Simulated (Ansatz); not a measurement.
Geometry optimisation, RKS B3LYP/def2-SVP in Ansatz.

Input:

```yaml
crystal:
  periodic: [false, false, false]
  atoms:
    - { symbol: B, position_ang: [-0.009886, 0.255083, -0.02092] }
    - { symbol: H, position_ang: [-0.02107, 0.381703, 1.169648] }
    - { symbol: F, position_ang: [1.124183, 0.256152, -0.686368] }
    - { symbol: F, position_ang: [-1.133527, 0.226296, -0.702996] }
    - { symbol: F, position_ang: [0.032883, -2.083982, 0.906367] }
    - { symbol: H, position_ang: [0.113318, -1.437852, 1.564668] }
basis:
  gaussian: { orbitals: def2-SVP }
hamiltonian:
  xc: b3lyp
relax:
  f_tol: 0.03
  max_steps: 50
output:
  orbitals: {}
```

Launched with:

```bash
$ ansatz run input.yaml --threads 1 --pin off --max-ram 2048MiB --backend cpu --events-out ev --progress --plain --runs-dir out
```

Where does it end, and by what steps?

It converged. The force dipped under the threshold on the way, but the program's further checks kept it going. After 32 steps the energy has fallen by 0.126 eV; H6 moved furthest, 0.92 Å.

```
step  energy less start (eV)  largest force component (eV/Å)  accepted
   0                  0.0000                           0.329       yes
   2                 -0.0057                           1.887       yes
   4                 -0.0541                           0.299       yes
   6                 -0.0566                           0.041       yes
   8                 -0.0559                           0.375        no
  10                 -0.0462                           1.042        no
  12                 -0.0576                           0.284        no
  14                 -0.0584                           0.060       yes
  16                 -0.0589                           0.058       yes
  18                 -0.0602                           0.049       yes
  20                 -0.0642                           0.111       yes
  22                 -0.0364                           1.784        no
  24                 -0.0782                           0.452       yes
  26                 -0.1086                           0.168       yes
  28                 -0.1247                           0.070       yes
  30                 -0.1254                           0.043       yes
  32                 -0.1256                           0.011       yes
```

```xyz
6
Properties=species:S:1:pos:R:3
B -0.072 0.317 0.055
H -0.236 1.043 0.993
F 1.138 -0.168 -0.222
F -1.027 0.088 -0.820
F -0.273 -1.748 1.278
H 0.576 -1.934 0.946
```

The run took 58 s on 1 thread of Arm Neoverse V1, on a shared host, peak memory 0.1 GiB.
